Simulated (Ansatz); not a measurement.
`[CH3][SnH2][GeH3]` + `CNBF` → `C[N]([GeH3])BF` + `[CH3][SnH3]` at 700 K and 1 bar (cleavage of the Ge–Sn bond).

Isolated molecules relaxed with PBE0-D4/def2-TZVP in Ansatz; ΔE leaves out vibrations. CBS: MP2 limit from def2 TZ/QZ plus the TZ coupled-cluster correction, frozen cores. This one scheme is used for every species. Elements past krypton have def2 core potentials. For Ge, Sn outer-core shells are correlated without core-valence functions, which leaves a few kJ/mol of doubt a bond. Scalar relativity is left out up to krypton. One conformer a species, not always the lowest.

```json
{"species": "`[CH3][SnH2][GeH3]`", "CCSD(T)/CBS energy (Eh)": "-2332.99556", "H − E (kJ/mol)": "274.5", "S (J/(mol·K))": "499.6"}
{"species": "`CNBF`", "CCSD(T)/CBS energy (Eh)": "-220.44549", "H − E (kJ/mol)": "244.2", "S (J/(mol·K))": "376.6"}
{"species": "`C[N]([GeH3])BF`", "CCSD(T)/CBS energy (Eh)": "-2297.75856", "H − E (kJ/mol)": "305.4", "S (J/(mol·K))": "488.9"}
{"species": "`[CH3][SnH3]`", "CCSD(T)/CBS energy (Eh)": "-255.66383", "H − E (kJ/mol)": "202.9", "S (J/(mol·K))": "368.5"}
```

H − E and S are ideal-gas, rigid-rotor, harmonic terms from PBE0-D4/def2-TZVP, for one conformer and one mirror image of each species. 1 Eh = 2625.50 kJ/mol, R = 8.31446 J/(mol·K).

Q: By hand: ΔE, ΔH, ΔS and ΔG.

A: ΔE = (-2297.75856) + (-255.66383) − (-2332.99556) − (-220.44549) = 0.01866 Eh = 49.0 kJ/mol. Δ(H − E) = 305.4 + 202.9 − 274.5 − 244.2 = -10.4, so ΔH = 38.6 kJ/mol. ΔS = 488.9 + 368.5 − 499.6 − 376.6 = -18.8 J/(mol·K). ΔG = 38.6 − 700 × (-18.8)/1000 = 51.8 kJ/mol.

Q: By hand: the equilibrium constant, and the temperature at which ΔG would vanish if ΔH and ΔS stayed fixed.

A: log₁₀ K = −ΔG/(RT ln 10) = -3.9. ΔH and −TΔS have one sign here, so there is no such temperature.

TΔS isn't small against ΔH here. A doubt of 5 kJ/mol in ΔE shifts log₁₀ K by 0.4 here. Other conformers and mirror images would add mixing entropy, several J/(mol·K) or more a flexible species. Modes under 60 cm⁻¹, often nearly free rotors, make the harmonic entropy too high. These are equilibria of isolated gas molecules and say nothing of rates. Largest T1 diagnostic: 0.012 (customary marks: 0.02 for closed shells, 0.045 for open ones).
